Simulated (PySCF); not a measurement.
SMILES CC(C)/C=C\B(O)O (C5H11BO2) at its GFN2-xTB optimised geometry (Å):

```
19

C      1.5885    -1.8594     1.2096
C      1.0733    -1.0765     0.0000
C      1.5807    -1.7103    -1.2979
C     -0.4223    -1.0765     0.0000
C     -1.2113    -0.0038     0.0000
B     -0.8123     1.5163     0.0039
O      0.4739     1.9352     0.0398
O     -1.7703     2.4934    -0.0300
H      1.2408    -2.8906     1.1747
H      1.2343    -1.4061     2.1325
H      2.6760    -1.8632     1.2211
H      1.4279    -0.0471     0.0583
H      2.6682    -1.7253    -1.3102
H      1.2321    -1.1414    -2.1565
H      1.2205    -2.7336    -1.3906
H     -0.8647    -2.0686    -0.0071
H     -2.2823    -0.1961    -0.0068
H      0.5523     2.8906     0.0379
H     -2.6760     2.1910    -0.0561
```

Method: PBE0/def2-SVP run with PySCF.

Map of the deformation density (molecule minus spherical neutral atoms) (e/bohr³) on the plane z = 0.8 Å:

```
|222222222222222222222222222|
|222222222222222222222222222|
|222222222222222222222222222|
|222222222222222222222222222|
|222222222222221222222222222|
|222222223322211122222222222|
|222222223321111222222222222|
|222221122321122222222222222|
|222222112210133322222222222|
|222222211100123332222222222|
|222222221111112222222222222|
|222222221222111222222222222|
|222222221122111122222222222|
|222222222112111122222222222|
|222222222123211112112222222|
|222222222123111011112222222|
|222222222111001155112222222|
|222222222221100289443122222|
|222222222222110146364122222|
|222222222222211254232222222|
|222222222222221266212222222|
|222222222222222223222222222|
|222222222222222212222222222|
|222222222222222222222222222|
|222222222222222222222222222|
|222222222222222222222222222|
|222222222222222222222222222|
```
Scale: ten equal steps from -0.020 (start of '0') to 0.056 (end of '9'), in the order '0123456789'; x runs from -5.00 to 5.00, y from -5.00 (bottom) to 5.00 (top).
